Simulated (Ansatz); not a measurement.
The cluster Al₇. The state is a doublet with charge 0. Geometry r2SCAN-D4/def2-SVP.

```xyz
7

Al    0.076    2.037   -0.732
Al   -0.832   -2.346   -1.252
Al   -1.130   -1.465    1.121
Al   -1.323    0.113   -1.708
Al    0.849   -0.458   -0.314
Al    0.269    0.458    2.100
Al    2.091    1.661    0.784
```

B3LYP takes the VWN-RPA correlation. At ωB97X-V/def2-TZVP the charge 0 doublet is spin-contaminated (final ⟨S²⟩ up to 1.05, 0.75 for a pure state). Another isomer (doublet) lies 1.28 eV lower at PBE0-D4/def2-TZVP; other spin states weren't run for this one.

Estimate the α-spin orbital energies around the gap (eV) in Ansatz with PBE-D4/def2-TZVP, r2SCAN-D4/def2-TZVP, B3LYP-D4/def2-TZVP, PBE0-D4/def2-TZVP, ωB97X-V/def2-TZVP.


```
orbital  PBE-D4/def2-TZVP  r2SCAN-D4/def2-TZVP  B3LYP-D4/def2-TZVP  PBE0-D4/def2-TZVP  ωB97X-V/def2-TZVP
 HOMO−9            -10.23               -10.62              -11.27             -11.64             -14.40
 HOMO−8             -9.47                -9.87              -10.48             -10.84             -13.51
 HOMO−7             -7.81                -8.06               -8.55              -8.83             -11.06
 HOMO−6             -7.17                -7.41               -7.88              -8.17             -10.36
 HOMO−5             -6.95                -7.17               -7.62              -7.89              -9.90
 HOMO−4             -5.64                -5.75               -6.06              -6.24              -7.77
 HOMO−3             -5.34                -5.53               -5.68              -5.98              -7.57
 HOMO−2             -4.80                -4.98               -5.18              -5.45              -7.07
 HOMO−1             -4.63                -4.77               -5.03              -5.24              -6.86
   HOMO             -4.48                -4.72               -4.90              -5.18              -6.80
   LUMO             -3.58                -3.57               -3.12              -3.11              -1.57
 LUMO+1             -3.43                -3.43               -2.88              -2.87              -1.17
 LUMO+2             -3.34                -3.32               -2.79              -2.81              -1.16
 LUMO+3             -2.81                -2.83               -2.30              -2.31              -0.73
 LUMO+4             -2.23                -2.13               -1.65              -1.62               0.11
 LUMO+5             -1.69                -1.55               -1.04              -0.99               0.86
 β HOMO             -4.57                -4.73               -4.97              -5.20              -6.83
 β LUMO             -4.00                -3.91               -3.49              -3.43              -1.90
```
